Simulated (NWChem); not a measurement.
CH$_{6}$GeSe; SMILES C[Se][GeH3]

```xyz
9

Se     0.4233     0.9582     0.0101
C     -1.4335     1.5742    -0.0032
H     -1.3957     2.6718    -0.0040
H     -1.9663     1.2345     0.8948
H     -1.9542     1.2330    -0.9076
Ge    -0.0300    -1.3466     0.0038
H      1.3337    -2.0541     0.0212
H     -0.8529    -1.7355     1.2481
H     -0.8208    -1.7366    -1.2608
```
Atoms are numbered in this order, from 1.

Level: PBE0/def2-SVP (NWChem), optimised geometry, unscaled harmonic frequencies. This build's default masses of Se (78.918 u) and Br (79.917 u) are each other's, which moves their modes by up to 0.6 %.

Question: List the harmonic frequencies with IR intensities, and the thermochemistry.

Answer: 
```json
[
 {"frequency (cm⁻¹)": "91", "IR intensity (km/mol)": "0.2"},
 {"frequency (cm⁻¹)": "133", "IR intensity (km/mol)": "0.0"},
 {"frequency (cm⁻¹)": "139", "IR intensity (km/mol)": "0.4"},
 {"frequency (cm⁻¹)": "294", "IR intensity (km/mol)": "9.9"},
 {"frequency (cm⁻¹)": "536", "IR intensity (km/mol)": "16.3"},
 {"frequency (cm⁻¹)": "542", "IR intensity (km/mol)": "12.2"},
 {"frequency (cm⁻¹)": "612", "IR intensity (km/mol)": "0.0"},
 {"frequency (cm⁻¹)": "819", "IR intensity (km/mol)": "247.2"},
 {"frequency (cm⁻¹)": "865", "IR intensity (km/mol)": "33.5"},
 {"frequency (cm⁻¹)": "887", "IR intensity (km/mol)": "38.0"},
 {"frequency (cm⁻¹)": "910", "IR intensity (km/mol)": "7.6"},
 {"frequency (cm⁻¹)": "926", "IR intensity (km/mol)": "13.9"},
 {"frequency (cm⁻¹)": "1298", "IR intensity (km/mol)": "7.7"},
 {"frequency (cm⁻¹)": "1441", "IR intensity (km/mol)": "9.3"},
 {"frequency (cm⁻¹)": "1448", "IR intensity (km/mol)": "8.8"},
 {"frequency (cm⁻¹)": "2143", "IR intensity (km/mol)": "121.8"},
 {"frequency (cm⁻¹)": "2143", "IR intensity (km/mol)": "85.6"},
 {"frequency (cm⁻¹)": "2177", "IR intensity (km/mol)": "96.6"},
 {"frequency (cm⁻¹)": "3074", "IR intensity (km/mol)": "14.1"},
 {"frequency (cm⁻¹)": "3195", "IR intensity (km/mol)": "1.5"},
 {"frequency (cm⁻¹)": "3196", "IR intensity (km/mol)": "0.5"}
]
```

```
Item                                                                                Value
-----------------------------------------------------------------------  ----------------
zero-point energy                                                           38.4 kcal/mol
thermal correction to the enthalpy at 298.15 K (with zero-point energy)     42.9 kcal/mol
heat capacity Cv                                                         19.8 cal/(mol K)
entropy at 298.15 K and 1 atm (symmetry number 1)                        81.3 cal/(mol K)
dipole moment                                                                      1.34 D
```

Rigid rotor and harmonic oscillator; modes under 100 cm⁻¹ make the entropy uncertain.
